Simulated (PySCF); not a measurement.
**Orbital picture of RbSe⁺**

PBE at R = 3.648 Å; Rb def2-SVP with ECP28, Se def2-SVP; scalar-relativistic core potentials (PySCF 2.14). State: ³Σ⁻ (triplet), unpaired electrons π ↑↑. Only the outer orbitals are listed, counted within each symmetry, core potentials removing the inner ones.

| spin | orbital | occ. | ε (eV) | on Rb (%) | main shells (%) |
| --- | --- | --- | --- | --- | --- |
| α | 7σ | 1 | -37.46 | 100 | 100 Rb s |
| α | 8σ | 1 | -21.47 | 13 | 86 Se s, 13 Rb p |
| α | 4π | 1 | -21.18 | 100 | 100 Rb p |
| α | 4π | 1 | -21.18 | 100 | 100 Rb p |
| α | 9σ | 1 | -21.06 | 87 | 87 Rb p, 13 Se s |
| α | 5π | 1 | -11.49 | 1 | 99 Se p |
| α | 5π | 1 | -11.49 | 1 | 99 Se p |
| α | 10σ | 1 | -10.58 | 3 | 97 Se p |
| α | 11σ | 0 | -5.63 | 99 | 99 Rb s |
| α | 12σ | 0 | -3.49 | 100 | 93 Rb p |
| α | 6π | 0 | -3.39 | 99 | 96 Rb p |
| β | 7σ | 1 | -37.46 | 100 | 100 Rb s |
| β | 4π | 1 | -21.18 | 100 | 100 Rb p |
| β | 4π | 1 | -21.18 | 100 | 100 Rb p |
| β | 8σ | 1 | -21.13 | 99 | 99 Rb p |
| β | 9σ | 1 | -19.69 | 2 | 98 Se s |
| β | 10σ | 1 | -9.89 | 4 | 96 Se p |
| β | 5π | 0 | -9.38 | 2 | 98 Se p |
| β | 5π | 0 | -9.38 | 2 | 98 Se p |
| β | 11σ | 0 | -5.58 | 98 | 98 Rb s |

Task: Which are the highest filled and the lowest empty level, where do they sit, and how wide is the gap?

Result: Highest filled β 10σ at -9.89 eV (in %: 96 Se p); lowest empty β 5π at -9.38 eV (in %: 98 Se p); the gap at PBE is 0.51 eV.

* bond order (Mayer): 0.19
* ⟨S²⟩: 2.002
* charge on Rb (Mulliken, basis-dependent): 0.90
* charge on Rb (Löwdin, basis-dependent): 0.76
* dipole moment (positive dipole points towards Se; it is taken about the centre of mass and depends on that origin): -6.86 D
* polarisability along the bond: 41.1 bohr³
* polarisability across the bond: 23.8 bohr³

Spin–orbit coupling is left out. The state was picked by a PBE0 search and need not be the measured ground state.
